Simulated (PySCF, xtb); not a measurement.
SbCl3, SMILES [Cl][Sb]([Cl])[Cl].

Harmonic wavenumbers (cm⁻¹) from GFN2-xTB (xtb) at its own minimum, in rising order: 101, 101, 126, 300, 300, 326.

Task: What does r2SCAN-D4/def2-SVP in PySCF 2.14.0 give at its own minimum? (Estimate from the structure and the level; the computed values follow.)

Result: 115, 115, 144, 362, 362, 376. Paired by order, the mean absolute difference is 37 cm⁻¹ and the zero-point energies are 1.8 and 2.1 kcal/mol.
